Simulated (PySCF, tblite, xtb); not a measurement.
Potential energy curve for ZnH, doublet.

Levels: UHF/3-21G = unrestricted Hartree-Fock/3-21G in PySCF; GFN2-xTB, 300 K electronic temperature (tblite); GFN1-xTB (xtb); UCCSD(T) = CCSD(T) on UHF/def2-TZVP, 5 core orbitals frozen (PySCF).

Energies relative to the lowest point of each curve near equilibrium, in kcal/mol; the last columns give the difference from UCCSD(T):

```
R / Å  UHF/3-21G  GFN2-xTB  GFN1-xTB  UCCSD(T)  UHF/3-21G − UCCSD(T)  GFN2-xTB − UCCSD(T)  GFN1-xTB − UCCSD(T)
-----  ---------  --------  --------  --------  --------------------  -------------------  -------------------
1.21        28.2      34.4      44.8      32.7                  -4.5                  1.6                 12.1
1.31        12.8      16.7      21.3      15.1                  -2.3                  1.6                  6.2
1.38         6.4       9.7      12.3       7.7                  -1.3                  1.9                  4.5
1.45         2.6       5.2       6.7       3.3                  -0.7                  1.9                  3.5
1.53         0.4       2.1       2.9       0.7                  -0.2                  1.5                  2.3
1.58         0.0       1.0       1.5       0.1                  -0.1                  0.9                  1.5
1.62         0.1       0.4       0.8       0.0                   0.1                  0.4                  0.8
1.66         0.4       0.1       0.3       0.3                   0.1                 -0.1                  0.0
1.72         1.4       0.0       0.0       1.1                   0.3                 -1.1                 -1.1
1.78         2.8       0.3       0.1       2.3                   0.4                 -2.1                 -2.2
1.86         5.1       1.0       0.8       4.4                   0.7                 -3.4                 -3.6
1.99         9.6       3.0       2.6       8.2                   1.4                 -5.2                 -5.6
2.20        16.7       7.5       6.7      13.9                   2.7                 -6.5                 -7.3
2.43        22.2      13.1      12.1      18.1                   4.1                 -5.0                 -6.0
2.67        25.3      19.1      18.1      20.1                   5.2                 -1.0                 -2.0
2.88        26.4      24.0      23.0      20.7                   5.8                  3.4                  2.4
3.20        26.9      30.4      29.3      20.8                   6.1                  9.6                  8.5
3.52        26.9      35.0      33.7      20.7                   6.2                 14.3                 12.9
3.97        26.8      38.9      37.1      20.6                   6.1                 18.2                 16.5
4.41        26.7      40.6      38.6      20.6                   6.1                 20.0                 18.0
4.88        26.8         —      39.2      20.6                   6.2                    —                 18.6
5.70        26.9         —      39.6      20.6                   6.3                    —                 18.9
6.40        26.9         —      39.6      20.6                   6.3                    —                 19.0
```

UHF/3-21G is furthest from UCCSD(T) at 6.40 (6.3 kcal/mol, above); its mean absolute difference over the points is 3.2 kcal/mol.

GFN2-xTB is furthest from UCCSD(T) at 4.41 (20.0 kcal/mol, above); its mean absolute difference over the points is 5.0 kcal/mol.

GFN1-xTB is furthest from UCCSD(T) at 6.40 (19.0 kcal/mol, above); its mean absolute difference over the points is 7.5 kcal/mol.

Dashes: no converged value, or the column stops at the first point that the program doubted or that broke a chosen test of continuity, which isn't proof of a fault.

The unrestricted determinant behind UHF/3-21G is spin-contaminated at 2.20 to 2.67 Å (<S²> up to 0.9, against 0.75 for a pure doublet). The unrestricted determinant behind UCCSD(T) is spin-contaminated at 2.20 to 2.43 Å (<S²> up to 0.9, against 0.75 for a pure doublet).
